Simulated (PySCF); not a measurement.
Nb (niobium, neutral) across methods

[Kr] 4d3 5s2, high-spin 4F determinant (an excited configuration). All numbers are calculated (PySCF 2.14, the spin-free X2C one-electron Hamiltonian (Gaussian nucleus), in aug-cc-pwCVTZ-DK (11s10p8d4f3g, 136 functions)).

| method | E (hartree) | mean ε 4d α (eV) | mean ε 5s α (eV) | mean ε 5s β (eV) | Σ⟨r²⟩ (bohr²) | ⟨S²⟩ |
| --- | --- | --- | --- | --- | --- | --- |
| M06-L | -3819.11 | -5.699 | -4.808 | -4.178 | 62.98 | 3.756 |
| TPSS | -3819.07 | -5.628 | -4.985 | -4.048 | 63.61 | 3.759 |
| LDA | -3814.63 | -5.476 | -5.169 | -4.346 | 62.97 | 3.756 |
| PBE0 | -3818.91 | -6.876 | -5.570 | -4.682 | 63.52 | 3.759 |
| B97-3 | -3818.95 | -6.858 | -5.436 | -4.651 | 63.78 | 3.757 |
| r2SCAN | -3819.22 | -6.045 | -5.168 | -4.174 | 63.91 | 3.778 |
| UHF | -3817.10656 | -10.632 | -6.792 | -5.483 | 66.54 | 3.776 |

(1) Estimate the same row for PBE.

## Answers

(1) E (hartree) = -3818.84; mean ε 4d α (eV) = -5.507; mean ε 5s α (eV) = -4.978; mean ε 5s β (eV) = -4.120; Σ⟨r²⟩ (bohr²) = 63.48; ⟨S²⟩ = 3.757.
